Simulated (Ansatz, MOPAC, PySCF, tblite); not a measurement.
Bond stretch in BeH (cation, charge +1), singlet.

Levels: GFN2-xTB, 300 K electronic temperature (tblite); PM7, restricted, heats of formation (MOPAC); UMP2 = MP2 on UHF/cc-pVDZ, frozen core (Ansatz, a first-principles code); UCCSD = Ansatz with CCSD on UHF/cc-pVDZ, frozen core; UKS-LDA (SVWN5)/6-31G* = PySCF with unrestricted LDA (SVWN5)/6-31G*, spherical d.

Energies are in kJ/mol, each relative to the lowest point of its own curve near equilibrium.

| R / Å | GFN2-xTB | PM7 | UMP2 | UCCSD | UKS-LDA (SVWN5)/6-31G* |
|---|---|---|---|---|---|
| 1.08 | 67.0 | 86.6 | 69.4 | 70.8 | 78.1 |
| 1.13 | 42.0 | 48.3 | 40.5 | 41.8 | 47.5 |
| 1.22 | 15.0 | 9.6 | 10.2 | 11.2 | 13.9 |
| 1.24 | 11.3 | 5.2 | 6.5 | 7.3 | 9.5 |
| 1.29 | 4.7 | 0.0 | 1.0 | 1.4 | 2.3 |
| 1.33 | 1.7 | 0.7 | 0.0 | 0.0 | 0.0 |
| 1.38 | 0.1 | 6.5 | 2.2 | 1.6 | 0.6 |
| 1.41 | 0.0 | 12.1 | 5.1 | 4.0 | 2.5 |
| 1.43 | 0.3 | 16.7 | 7.6 | 6.2 | 4.3 |
| 1.52 | 4.1 | 43.2 | 23.3 | 20.1 | 16.9 |
| 1.64 | 13.8 | 88.5 | 52.4 | 46.0 | 41.7 |
| 1.76 | 26.5 | 138.5 | 106.9 | 75.9 | 71.2 |
| 1.99 | 56.2 | 232.9 | 171.5 | 133.6 | 130.9 |
| 2.19 | 85.8 | 305.1 | 204.2 | 177.2 | 179.5 |
| 2.38 | 116.4 | 362.7 | 224.3 | 210.3 | 215.6 |
| 2.65 | 162.3 | 426.9 | 241.9 | 243.6 | 249.2 |
| 2.90 | 205.0 | 470.9 | 250.8 | 262.5 | 268.2 |
| 3.23 | 257.4 | 511.6 | 256.8 | 276.0 | 283.5 |
| 3.59 | 305.0 | 540.2 | 259.7 | 282.5 | 292.7 |
| 4.03 | 346.9 | 561.0 | 261.2 | 285.5 | 297.9 |
| 4.67 | — | 576.4 | 262.1 | 286.8 | 298.6 |
| 5.20 | — | 582.4 | 262.3 | 287.1 | 299.5 |

At the longest distance, 5.20 Å, PM7 lies highest above its minimum (582.4 kJ/mol) and UMP2 lowest (262.3 kJ/mol).

Dashes: no converged value, or the column stops at the first point that the program doubted or that broke a chosen test of continuity, which isn't proof of a fault.

The restricted form behind PM7 keeps the bonding electrons paired and can't separate into open-shell fragments. The unrestricted determinant behind UMP2, UCCSD is spin-contaminated at 1.76 to 5.20 Å (<S²> up to 1.0, against 0.00 for a pure singlet). With two correlated electrons CCSD is exact in the basis where it finds the lowest root (UCCSD). The unrestricted determinant behind UKS-LDA (SVWN5)/6-31G* is spin-contaminated at 2.19 to 5.20 Å (<S²> up to 0.8, against 0.00 for a pure singlet).
